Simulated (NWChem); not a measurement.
All runs are NWChem calculations. System: C5H8O, charge 1, spin multiplicity 2, at the geometry of a parent with another charge or spin, in a state set for the comparison that need not be this species' ground state. Its SCF solution wasn't tested for a lower state. Level: UMP2/def2-SVP, 6 core orbitals frozen.

Job file:

```
start mol
memory heap 200 mb stack 900 mb global 1100 mb
charge 1
geometry units angstroms nocenter noautoz
  O      0.000000     0.000000    -2.124650
  C      0.000000     0.000000    -0.922597
  C      1.234114     0.031680    -0.028593
  C      0.716005    -0.278003     1.373023
  C     -0.716005     0.278003     1.373023
  C     -1.234114    -0.031680    -0.028593
  H      2.012272    -0.642282    -0.414942
  H      1.644242     1.055978    -0.089668
  H      1.338079     0.147549     2.173654
  H      0.690933    -1.369593     1.530761
  H     -0.690933     1.369593     1.530761
  H     -1.338079    -0.147549     2.173654
  H     -1.644242    -1.055978    -0.089668
  H     -2.012272     0.642282    -0.414942
  symmetry group C2
end
basis spherical
  * library def2-svp
end
scf
  uhf
  nopen 1
  maxiter 100
  thresh 1e-7
  semidirect memsize 60000000 filesize 0
  # guess.movecs holds the orbitals of an unrestricted PBE0 run
  vectors input guess.movecs output mol.movecs
end
mp2
  freeze core 6
end
task mp2 energy
```

Part of the output:

```
             Northwest Computational Chemistry Package (NWChem) 7.3.0
             --------------------------------------------------------

                                NWChem Input Module
                                -------------------

 Scaling coordinates for geometry "geometry" by  1.889725989
 (inverse scale =  0.529177249)

 Turning off AUTOSYM since
 SYMMETRY directive was detected!

                             Geometry "geometry" -> ""
                             -------------------------

 Output coordinates in angstroms (scale by  1.889725989 to convert to a.u.)

  No.       Tag          Charge          X              Y              Z
 ---- ---------------- ---------- -------------- -------------- --------------
    1 O                    8.0000     0.00000000     0.00000000    -2.12465000
    2 C                    6.0000     0.00000000     0.00000000    -0.92259700
    3 C                    6.0000     1.23411400     0.03168000    -0.02859300
    4 C                    6.0000     0.71600500    -0.27800300     1.37302300
    5 C                    6.0000    -0.71600500     0.27800300     1.37302300
    6 C                    6.0000    -1.23411400    -0.03168000    -0.02859300
    7 H                    1.0000     2.01227200    -0.64228200    -0.41494200
    8 H                    1.0000     1.64424200     1.05597800    -0.08966800
    9 H                    1.0000     1.33807900     0.14754900     2.17365400
   10 H                    1.0000     0.69093300    -1.36959300     1.53076100
   11 H                    1.0000    -0.69093300     1.36959300     1.53076100
   12 H                    1.0000    -1.33807900    -0.14754900     2.17365400
   13 H                    1.0000    -1.64424200    -1.05597800    -0.08966800
   14 H                    1.0000    -2.01227200     0.64228200    -0.41494200

 Effective nuclear repulsion energy (a.u.)     235.7887304527

            Nuclear Dipole moment (a.u.)
            ----------------------------
        X                 Y               Z
 ---------------- ---------------- ----------------
     0.0000000000     0.0000000000    -0.0000226767

      Symmetry information
      --------------------

 Group name             C2
 Group number              4
 Group order               2
 No. of unique centers     8

      Symmetry unique atoms

     1    2    3    4    7    8    9   10


 Summary of "ao basis" -> "" (spherical)
 ------------------------------------------------------------------------------
       Tag                 Description            Shells   Functions and Types
 ---------------- ------------------------------  ------  ---------------------
 *                          def2-svp                  on all atoms

 Summary of "ao basis" -> "ao basis" (spherical)
 ------------------------------------------------------------------------------
       Tag                 Description            Shells   Functions and Types
 ---------------- ------------------------------  ------  ---------------------
 O                          def2-svp                 6       14   3s2p1d
 C                          def2-svp                 6       14   3s2p1d
 H                          def2-svp                 3        5   2s1p

                                 NWChem SCF Module
                                 -----------------

  ao basis        = "ao basis"
  functions       =   124
  atoms           =    14
  alpha electrons =    23
  beta  electrons =    22
  charge          =   1.00
[...]
    8 H    1     0.42   0.36  0.05  0.01
    9 H    1     0.44   0.37  0.06  0.01
   10 H    1     0.45   0.37  0.07  0.01
   11 H    1     0.45   0.37  0.07  0.01
   12 H    1     0.44   0.37  0.06  0.01
   13 H    1     0.42   0.36  0.05  0.01
   14 H    1     0.43   0.37  0.05  0.01

   Mulliken analysis of the spin density
   -------------------------------------

    Atom       Charge   Shell Charges
 -----------   ------   -------------------------------------------------------
    1 O    8     1.00  -0.00  0.05 -0.01  0.70  0.26 -0.00
    2 C    6    -0.26  -0.00 -0.03 -0.03 -0.11 -0.11  0.02
    3 C    6     0.15   0.00  0.02 -0.00  0.10  0.04  0.00
    4 C    6    -0.00  -0.00 -0.00 -0.00 -0.00 -0.00  0.00
    5 C    6    -0.00  -0.00 -0.00 -0.00 -0.00 -0.00  0.00
    6 C    6     0.15   0.00  0.02 -0.00  0.10  0.04  0.00
    7 H    1    -0.01  -0.01 -0.00  0.00
    8 H    1    -0.01  -0.01 -0.00  0.00
    9 H    1     0.01   0.00  0.00 -0.00
   10 H    1     0.00   0.00  0.00 -0.00
   11 H    1     0.00   0.00  0.00 -0.00
   12 H    1     0.01   0.00  0.00 -0.00
   13 H    1    -0.01  -0.01 -0.00  0.00
   14 H    1    -0.01  -0.01 -0.00  0.00

       Multipole analysis of the density wrt the origin
       ------------------------------------------------

     L   x y z        total         alpha         beta         nuclear
     -   - - -        -----         -----         ----         -------
     0   0 0 0      1.000000    -23.000000    -22.000000     46.000000

     1   1 0 0      0.000000     -0.000000      0.000000      0.000000
     1   0 1 0     -0.000000     -0.000000     -0.000000      0.000000
     1   0 0 1     -0.177668      1.623564     -1.801210     -0.000023

     2   2 0 0    -19.960169    -86.647403    -84.974563    151.661797
     2   1 1 0      0.292888      4.652816      4.673124     -9.033052
     2   1 0 1      0.000000      0.000000      0.000000     -0.000000
     2   0 2 0    -23.780003    -25.822187    -25.775743     27.817928
     2   0 1 1     -0.000000     -0.000000     -0.000000     -0.000000
     2   0 0 2    -21.610299   -158.159373   -143.239406    279.788480

                   NWChem MP2 Semi-direct Energy/Gradient Module
                   ---------------------------------------------

  Basis functions       =    124
  Molecular orbitals    =    124
  Frozen core           =      6
  Frozen virtuals       =      0
  Active alpha occupied =     17
  Active beta occupied  =     16
  Active alpha virtual  =    101
  Active beta virtual   =    102
  Use MO symmetry       = T
  Use skeleton AO sym   = T

  AO/Fock/Back tols     =   1.0D-09  1.0D-09  1.0D-09

 GA uses MA = F    GA memory limited = T

 Available:
  local mem=  1.26D+08
 global mem=  1.44D+08
 local disk=  0.00D+00
  mp2_memr nvloc                   101
  nvloc new                   101
   1 passes of  17:        3145728                      75150                  44364448.
   1 passes of  17: M    126140059           G      144148448           F     122994331.

 Semi-direct pass number   1 of   1  for UHF alpha       at        5.8s
  vrange nnbf                  7595
  mp2_eaftype                   169  avail_ma_in_mb                  1099
 EAF : mp2_eaftype filesize         169   22182224.
  mp2_eaf for mointskh                    169
Node 0 wrote    104.3 Mb in      0.1 s     Agg I/O rate:  1506.0 Mb/s
 Done moints_semi at        9.6s
  mp2_eaftype                   169  avail_ma_in_mb                   930
 EAF : mp2_eaftype filesize         169   22182224.
  mp2_eaf for kh                   169
 Done maket at        9.9s
 Done multipass loop at        9.9s

 GA uses MA = F    GA memory limited = T

 Available:
  local mem=  1.26D+08
 global mem=  1.44D+08
 local disk=  0.00D+00
  mp2_memr nvloc                   102
  nvloc new                   102
   1 passes of  16:        3145728                      72983                  42169493.
   1 passes of  16: M    126140059           G      144148448           F     122994331.

 Semi-direct pass number   1 of   1  for UHF beta        at        9.9s
  vrange nnbf                  7595
  mp2_eaftype                   160  avail_ma_in_mb                  1099
 EAF : mp2_eaftype filesize         160   21084746.
  mp2_eaf for mointskh                    160
Node 0 wrote     99.2 Mb in      0.1 s     Agg I/O rate:  1735.4 Mb/s
 Done moints_semi at       13.4s
  mp2_eaftype                   160  avail_ma_in_mb                   939
 EAF : mp2_eaftype filesize         160   21084746.
  mp2_eaf for kh                   160
 Done maket at       13.7s
 Done multipass loop at       13.7s

          -------------------------------------------
          SCF energy                -268.362512081292
          Correlation energy          -0.813195588269
          Singlet pairs                0.000000000000
          Triplet pairs                0.000000000000
          Total MP2 energy          -269.175707669560
          -------------------------------------------

          ---------------------------------------------------
                    Spin Component Scaled (SCS) MP2
          Same spin pairs                     -0.198822541834
          Same spin scaling factor             0.333333333333
          Opposite spin pairs                 -0.614373046435
          Opposite spin scaling fact.          1.200000000000
          SCS-MP2 correlation energy          -0.803521836333
          Total SCS-MP2 energy              -269.166033917625
          ---------------------------------------------------

 -----------------------
 Performance information
 -----------------------

 Timer overhead =  9.57D-08 seconds/call

               Nr. of calls         CPU time (s)                 Wall time (s)                GFlops
             ---------------    -------------------     ------------------------------   -------------------
Name         Min   Avg   Max    Min     Avg     Max     Min     Avg     Max   Mx/calls   Min     Max     Sum
mp2: moin     2     2     2    7.3     7.3     7.3      7.3     7.3     7.3     3.7      0.0     0.0     0.0
mp2: make     2     2     2   0.59    0.59    0.59     0.59    0.59    0.59    0.29      0.0     0.0     0.0
mp2: tota     1     1     1    7.9     7.9     7.9      7.9     7.9     7.9     7.9      0.0     0.0     0.0

 The average no. of pstat calls per process was 5.00D+00
 with a timing overhead of 4.79D-07s

 Task  times  cpu:       13.7s     wall:       13.7s

 Total times  cpu:       13.7s     wall:       13.7s
```
